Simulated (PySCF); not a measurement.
## Working with the constants of LiI⁺

UHF-CCSD(T) constants of LiI⁺, ²Π (doublet), unpaired electrons π ↑ (basis Li x2c-SVPall, I x2c-SVPall; spin-free X2C with a Gaussian nucleus; PySCF 2.14; masses 7.0160 and 126.9045 u):

* ωe: 271.4 cm⁻¹
* ωexe: 3.4 cm⁻¹
* Be: 0.32771 cm⁻¹
* αe: 0.00575 cm⁻¹
* De to Li⁺ + I: 0.70 eV

What force constant and bond length do these constants imply?

Reduced mass μred = 6.6484 u; k = 5.8918×10⁻⁷·μred·ωe² (u, cm⁻¹, mdyn/Å) = 0.289 mdyn/Å; Re = √(16.8576/(μred·Be)) (u, cm⁻¹, Å) = 2.782 Å.

Estimate the centrifugal constant D from the Kratzer relation and find the Dunham coefficient a1.

D = 4Be³/ωe² = 1.91e-06 cm⁻¹; a1 = −1 − αeωe/(6Be²) = -3.42.

Correlated steps freeze 18 core orbitals. Correlated levels converge slowly with the basis: in double zeta they bind strong bonds too weakly, by up to about 1 eV, and carry superposition errors of some tenths. Spin–orbit coupling is left out, which matters for elements this heavy, above all for dissociation energies. For an ion De counts to the pair picked by the measured ionisation energies or electron affinities, which need not be the lowest pair at this level. The state is the lowest determinant that a PBE0 search found; another state may lie lower at other levels.
